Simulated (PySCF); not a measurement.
Isomers of C6H14O. Method: TDDFT B3LYP/def2-SVPD, vertical, gas phase, core orbitals frozen in the response in PySCF 2.14.0, density-fitted response routines. Geometries: PBE0-D3(BJ)/def2-SVP; one conformer of each isolated species. Triplets are in the Tamm–Dancoff approximation.

A. `COCC(C)(C)C`
B. `C(OCC)(C)(C)C`
C. `CCCOC(C)C`

Lowest singlet levels (six at most, fewer where fewer were computed) with oscillator strengths:

1. 186 nm (f 0.009); 175 nm (f 0.005); 168 nm (f 0.027); 166 nm (f 0.018); 156 nm (f 0.000); 153 nm (f 0.006); T1 6.55 eV
2. 190 nm (f 0.001); 174 nm (f 0.008); 167 nm (f 0.009); 166 nm (f 0.010); 159 nm (f 0.015); 156 nm (f 0.000); T1 6.45 eV
3. 186 nm (f 0.027); 171 nm (f 0.004); 163 nm (f 0.015); 158 nm (f 0.008); 156 nm (f 0.004); 154 nm (f 0.068); T1 6.53 eV

Question: Match each spectrum to its molecule.

Answer: 1 = C, 2 = B, 3 = A.
- A: S1 at 6.66 eV, HOMO→LUMO (94%); Löwdin shares by element: HOMO oxygen 58%, carbon 20% or more, hydrogen 5% or more (atoms not listed hold the other 17%); LUMO carbon 37% or more (atoms not listed hold the other 63%); HOMO -7.21 and LUMO 0.35 eV; point group Cs.
- B: S1 at 6.52 eV, HOMO→LUMO (98%); Löwdin shares by element: HOMO oxygen 57%, carbon 23% or more (atoms not listed hold the other 21%); LUMO carbon 38% or more (atoms not listed hold the other 62%); HOMO -7.02 and LUMO 0.37 eV; point group Cs, 1 of its 6 listed states under f = 0.0005.
- C: S1 at 6.65 eV, HOMO→LUMO (97%); Löwdin shares by element: HOMO oxygen 57%, carbon 25% or more (atoms not listed hold the other 18%); LUMO carbon 38% or more (atoms not listed hold the other 62%); HOMO -7.08 and LUMO 0.47 eV.
A and B have S1 within 0.14 eV of each other; their strongest listed levels stand at 8.06 eV (f 0.068) and 7.81 eV (f 0.015).
A and C have S1 within 0.01 eV of each other; their strongest listed levels stand at 8.06 eV (f 0.068) and 7.38 eV (f 0.027).
B and C have S1 within 0.13 eV of each other; their strongest listed levels stand at 7.81 eV (f 0.015) and 7.38 eV (f 0.027).
